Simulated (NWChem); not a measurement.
# BO cation

```xyz
2

B      0.0000     0.0000    -0.7253
O      0.0000     0.0000     0.4611
```
Atoms are numbered in this order, from 1.

Computed with NWChem. Pople sets run with spherical d functions. Geometry: optimised at PBE0/def2-SVP. GIAO values for the isolated, static molecule; σ is the absolute isotropic shielding, δ = σ(reference) − σ with the isolated reference molecule computed at the same levels (11B: boron trifluoride, 17O: water).

Predict the results for B3LYP/6-311G**. Quantities: δ B1 (ppm); δ O2 (ppm).


```json
{
  "δ B1 (ppm)": "48.7",
  "δ O2 (ppm)": "-126.4"
}
```
